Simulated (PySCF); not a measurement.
A calculated (BHandHLYP, PySCF 2.14, aug-cc-pVTZ-X2C, the spin-free X2C one-electron Hamiltonian (Gaussian nucleus)) atom or ion has these occupied shells.

```tsv
shell	electrons	orbital energy (eV)	rms radius, mean of both spins (bohr)
1s α	1	-4020.3	0.0888
1s β	1	-4020.3	0.0888
2s α	1	-441.12	0.394
2s β	1	-441.09	0.394
2p α	3	-356.25	0.363
2p β	3	-356.19	0.363
3s α	1	-57.170	1.24
3s β	1	-57.032	1.24
3p α	3	-35.120	1.37
3p β	3	-34.993	1.37
4p α	2	-3.294	5.31
```

Name the element and its charge.

Ca (calcium, neutral), in [Ar] 4p2, high-spin 3P determinant (an excited configuration).
